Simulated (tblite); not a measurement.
Parent: `[F:1]/[CH:2]=[C:3](/[F:4])[CH2:5][SiH3:6]` with C2–C3–C5–Si6 101°, C3H6F2Si.

Structures optimised with GFN2-xTB, isolated species. One conformer each, not checked by frequencies here.

| coordinate of the parent | value |
| --- | --- |
| F1–C2 | 1.347 Å |
| C2=C3 | 1.326 Å |
| C3–F4 | 1.354 Å |
| C3–C5 | 1.476 Å |
| C5–Si6 | 1.922 Å |
| F1–C2–C3 | 120.6° |
| C2–C3–F4 | 116.7° |
| C2–C3–C5 | 128.4° |
| F4–C3–C5 | 114.9° |
| C3–C5–Si6 | 110.9° |

Q: How does the shared frame change in `[O:1]=[C:2]([OH:3])[C@@H:4]([SiH3:5])/[C:6]([F:7])=[CH:8]\[F:9]` with O1–C2–O3–H 0°, O1–C2–C4–Si5 77°, C2–C4–C6–F7 93°, C4H6F2O2Si? Atoms pair as F1 = F9, C2 = C8, C3 = C6, F4 = F7, C5 = C4, Si6 = Si5 (parent first).

A: 
```tsv
parent	relative	value in the relative	change
F1–C2	F9–C8	1.343 Å	-0.004
C2=C3	C8=C6	1.324 Å	-0.002
C3–F4	C6–F7	1.353 Å	-0.001
C3–C5	C6–C4	1.480 Å	+0.004
C5–Si6	C4–Si5	1.938 Å	+0.016
F1–C2–C3	F9–C8–C6	120.8°	+0.2
C2–C3–F4	C8–C6–F7	116.6°	-0.1
C2–C3–C5	C8–C6–C4	128.7°	+0.3
F4–C3–C5	F7–C6–C4	114.6°	-0.3
C3–C5–Si6	C6–C4–Si5	114.2°	+3.3
```

Of the parent's bonds, C5–Si6 changes most (+0.016 Å). Bonds of the relative outside the shared frame: O1=C2 1.202, C2–O3 1.340, C2–C4 1.495 Å. Point group C1 → C1.

The numbers are calculated, not measured.
